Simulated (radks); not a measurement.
The nuclear charge of neutral dysprosium is varied continuously with 66 electrons held in [Xe] 4f10 6s2. Method: scalar-relativistic Kohn-Sham, r2SCAN, spin-unpolarised, spherical densities, finite nucleus; meta-GGA in the generalised Kohn-Sham scheme; Fermi nuclear charge, rms radius 5.2218 fm; computed with a radial shooting solver on a logarithmic mesh with Libxc functionals. By the Hellmann-Feynman theorem dE/dZ = E(electron-nucleus)/Z, the electronic potential at the nucleus (averaged over a nucleus of fixed radius). The scalar-relativistic energy here is not variational (the density holds large components alone), so the two differ by a part that grows with Z.

| Z | E (hartree) | E(electron-nucleus)/Z (hartree) | HOMO | e(HOMO) (eV) | <r> HOMO (bohr) |
|---|---|---|---|---|---|
| 65.8 | -12066.9100 | -448.726 | 4f | -0.584 | 0.9059 |
| 66 | -12157.4043 | -450.758 | 4f | -3.001 | 0.8788 |
| 66.2 | -12248.3107 | -452.786 | 6s | -5.033 | 3.995 |
| 66.4 | -12339.6286 | -454.812 | 6s | -6.323 | 3.836 |
| 66.6 | -12431.3578 | -456.837 | 6s | -7.688 | 3.697 |
| 66.8 | -12523.4982 | -458.861 | 6s | -9.123 | 3.573 |
| 67 | -12616.0498 | -460.885 | 6s | -10.624 | 3.462 |

The central difference of E at Z = 66 is -453.502 hartree, to compare with the third column; the second derivative is -10.3 hartree.
